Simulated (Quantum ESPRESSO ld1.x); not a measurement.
Se XXXIV, 1 electrons, occupied as 1s1 (the NIST ground configuration).

All-electron calculation, scalar-relativistic Kohn-Sham, LDA (Slater exchange, Perdew-Zunger correlation), spin-polarised, spherical densities, point nucleus; open shells are filled with parallel spins first. Program: ld1.x of Quantum ESPRESSO 7.5.

Energy parts (hartree):
| part | energy |
|---|---|
| total | -585.7122 |
| kinetic | 604.5358 |
| electron-nucleus | -1191.7142 |
| Hartree | 10.8573 |
| exchange-correlation | -9.3911 |

Orbitals (lengths in bohr, moments of r in powers of bohr; <r^-3> diverges for s and p1/2; r(90%) holds 90 % of the orbital's charge):
orbital  occ.  eigenvalue (hartree)  <r^-3>  <1/r>       <r^4>  r(90%)
1s up       1              -577.968       -  35.05  0.00001602  0.0772
1s down     0              -565.986       -  34.76  0.00001671  0.0780
2s up       0              -141.922       -  8.676    0.002089   0.266
2s down     0              -140.300       -  8.587    0.002173   0.269
2p up       0              -139.760    1713  8.534    0.001278   0.236
2p down     0              -137.768    1633  8.404    0.001348   0.239

The highest occupied level is 1s up at -15727.3 eV. Summed over all electrons, <r^2> = 0.002512 bohr^2, which gives a Langevin (diamagnetic) susceptibility term of -0.00199 x 10^-6 cm^3/mol. Spin moment in Bohr magnetons: 1. For comparison, the ionisation energy in NIST's Atomic Spectra Database is 15968.1 eV (theoretical). In exact Kohn-Sham theory the highest level is minus the ionisation energy, but local and semilocal functionals leave it too shallow, through self-interaction and a potential that decays too fast; potentials with the right tail come closer. The density falls to 0.001 e/bohr^3 at r = 0.24 bohr.
